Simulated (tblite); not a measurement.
Species: C7H8NS (doublet state).
SMILES with atom numbers: `[NH2:1][CH2:2][c:3]1[cH:4][cH:5][c:6]([S:7])[cH:8][cH:9]1` (hydrogens: H10, H11 on N1; H12, H13 on C2; H14 on C4; H15 on C5; H16 on C8; H17 on C9)
Bond orders are those of one Lewis drawing.

Computed with GFN2-xTB (tblite), gas phase: L-BFGS steps from a force-field or distance-geometry start until the largest atomic force falls under 0.01 eV/Å.

Step 3: E = -685.0924 eV
```
atom  x, y, z in Å  |  force x, y, z in eV/Å
N1      2.6849    0.0040   -0.4954    0.134  -0.112   0.053
C2      1.7681   -0.7936    0.3082   -0.141   0.065  -0.086
C3      0.3455   -0.3217    0.1899   -0.076   0.007   0.034
C4     -0.1631    0.6564    1.0441    0.076  -0.109  -0.058
C5     -1.4655    1.0892    0.9296    0.073   0.016  -0.014
C6     -2.2982    0.5629   -0.0694    0.385  -0.211  -0.085
S7     -3.9171    1.0774   -0.2566   -0.155   0.094   0.048
C8     -1.7703   -0.4070   -0.9417   -0.056  -0.029  -0.075
C9     -0.4688   -0.8371   -0.8191   -0.019   0.035   0.046
H10     2.3144    0.1964   -1.4191   -0.038  -0.041   0.028
H11     2.8757    0.8772   -0.0236   -0.017   0.178  -0.115
H12     2.1111   -0.7271    1.3374    0.027  -0.113   0.163
H13     1.8069   -1.8337   -0.0183    0.216  -0.082  -0.081
H14     0.4918    1.0454    1.8136   -0.153   0.076   0.013
H15    -1.8490    1.8328    1.6079   -0.090   0.054   0.025
H16    -2.4103   -0.8186   -1.7087   -0.007   0.028   0.009
H17    -0.0630   -1.5908   -1.4888   -0.159   0.142   0.094
```

Step 4: E = -685.1006 eV
```
atom  x, y, z in Å  |  force x, y, z in eV/Å
N1      2.6885    0.0004   -0.4932    0.094   0.025   0.005
C2      1.7661   -0.7928    0.3068   -0.030  -0.020   0.043
C3      0.3439   -0.3224    0.1916   -0.028  -0.049  -0.061
C4     -0.1636    0.6541    1.0423    0.049   0.010   0.057
C5     -1.4642    1.0902    0.9282    0.081   0.001   0.010
C6     -2.2914    0.5598   -0.0702    0.142  -0.060  -0.035
S7     -3.9116    1.0767   -0.2543   -0.184   0.103   0.044
C8     -1.7730   -0.4068   -0.9429    0.091  -0.106  -0.097
C9     -0.4710   -0.8343   -0.8175   -0.035   0.013   0.037
H10     2.3140    0.1959   -1.4156   -0.017  -0.073   0.020
H11     2.8745    0.8810   -0.0292   -0.020   0.105  -0.093
H12     2.1109   -0.7307    1.3391   -0.014  -0.101   0.083
H13     1.8136   -1.8340   -0.0199    0.163  -0.042  -0.074
H14     0.4860    1.0466    1.8121   -0.088   0.081   0.054
H15    -1.8509    1.8324    1.6072   -0.072   0.039   0.002
H16    -2.4109   -0.8186   -1.7095   -0.035   0.020  -0.014
H17    -0.0679   -1.5858   -1.4850   -0.099   0.054   0.017
```

Step 5: E = -685.1052 eV
```
atom  x, y, z in Å  |  force x, y, z in eV/Å
N1      2.6926   -0.0011   -0.4913    0.009   0.062  -0.029
C2      1.7647   -0.7930    0.3069    0.081  -0.064   0.079
C3      0.3427   -0.3237    0.1918    0.021  -0.018  -0.027
C4     -0.1635    0.6532    1.0424    0.077   0.013   0.063
C5     -1.4617    1.0906    0.9273   -0.018   0.033   0.028
C6     -2.2855    0.5574   -0.0711   -0.077   0.032  -0.038
S7     -3.9106    1.0780   -0.2519   -0.087   0.069   0.050
C8     -1.7732   -0.4085   -0.9454    0.046  -0.032  -0.034
C9     -0.4729   -0.8325   -0.8160    0.019  -0.032   0.017
H10     2.3134    0.1942   -1.4131    0.010  -0.096   0.027
H11     2.8733    0.8851   -0.0348   -0.019   0.078  -0.056
H12     2.1104   -0.7350    1.3414   -0.042  -0.087   0.027
H13     1.8211   -1.8346   -0.0223    0.117   0.002  -0.060
H14     0.4807    1.0489    1.8122   -0.020   0.082   0.093
H15    -1.8534    1.8329    1.6066   -0.034  -0.005  -0.044
H16    -2.4120   -0.8183   -1.7104   -0.049   0.002  -0.042
H17    -0.0729   -1.5817   -1.4823   -0.032  -0.038  -0.056
```

Task: Estimate the geometry and energy of step 6. (The exact step hangs on the optimiser's Hessian estimate; all steps are aligned on step 5, rigid shifts and turns removed.)

Result: E = -685.1079 eV, largest force 0.164 eV/Å
```
atom  x, y, z in Å  |  force x, y, z in eV/Å
N1      2.6947   -0.0012   -0.4905   -0.024   0.073   0.010
C2      1.7653   -0.7941    0.3079    0.107  -0.055   0.050
C3      0.3425   -0.3244    0.1919    0.075  -0.012   0.012
C4     -0.1621    0.6526    1.0433   -0.007   0.040   0.047
C5     -1.4609    1.0914    0.9272   -0.009  -0.018  -0.015
C6     -2.2836    0.5565   -0.0723   -0.141   0.083  -0.007
S7     -3.9115    1.0798   -0.2498   -0.023   0.043   0.050
C8     -1.7731   -0.4095   -0.9471    0.011   0.009  -0.001
C9     -0.4733   -0.8323   -0.8151    0.010  -0.038  -0.002
H10     2.3132    0.1917   -1.4114    0.010  -0.098   0.001
H11     2.8723    0.8889   -0.0387   -0.025   0.048  -0.043
H12     2.1094   -0.7388    1.3433   -0.041  -0.075   0.014
H13     1.8271   -1.8350   -0.0246    0.089   0.020  -0.048
H14     0.4776    1.0517    1.8140    0.017   0.071   0.101
H15    -1.8554    1.8330    1.6056   -0.022  -0.009  -0.046
H16    -2.4134   -0.8181   -1.7117   -0.036  -0.001  -0.040
H17    -0.0761   -1.5801   -1.4818    0.007  -0.082  -0.084
```

The energy changes by -0.0027 eV. The first-order estimate −F·Δx gives -0.0034 eV and the mean of the old and new forces, exact on a quadratic surface, -0.0027 eV. The step makes an angle of 46° with the force vector and moves no atom by more than 0.006 Å.

What follows is the cost of the whole relaxation. The run took 0.3 s of wall time on one thread of an Arm Neoverse V2, shared host with 96 logical CPUs at a one-minute load of 64.
